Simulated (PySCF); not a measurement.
## Radial density of He (helium, neutral)

B3LYP, 1s1 2s1, high-spin 3S determinant (an excited configuration). Computed with PySCF 2.14 in aug-cc-pVQZ (5s4p3d2f, 46 functions), with no relativity, point nucleus.

```
r (bohr)  4πr²ρ (e/bohr)  4πr²(ρα − ρβ)
  0.0117        0.004414         0.0044
  0.0197         0.01223         0.0122
  0.0331         0.03291         0.0329
  0.0557         0.08433         0.0843
  0.0938          0.2042         0.2042
   0.158          0.4426         0.4426
   0.265          0.8067         0.8067
   0.446           1.091         1.0913
   0.750          0.8988         0.8988
    1.26          0.3378         0.3378
    2.12          0.1712         0.1712
    3.57          0.2839         0.2839
    6.01         0.09434         0.0943
    10.1       0.0004628         0.0005
```

The outer electron is Rydberg-like, and this basis confines it to a smaller radius and binds it less than a complete one would.
